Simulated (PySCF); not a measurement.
Electron correlation in N (nitrogen, neutral)

[He] 2s2 2p2 3s1, high-spin 4P determinant (an excited configuration). All numbers are calculated (PySCF 2.14, the spin-free X2C one-electron Hamiltonian (Gaussian nucleus), in aug-cc-pCVTZ-DK with one added diffuse shell each of s, p, d, f type (8s7p5d3f, 75 functions)). Frozen: nothing; 7 electrons correlated.

| level | correlation energy (mhartree) |
| --- | --- |
| CCSD | -151.72 |
| (T) | -2.92 |
| CCSD(T) | -154.64 |

Diagnostics: T1 = 0.015, D1 = 0.0521, largest double amplitude 0.115.

Q: Is a single reference adequate?

A: Mostly. T1 lies below 0.03, but a double amplitude of this size points to a near-degeneracy that CCSD handles and MP2 describes poorly.
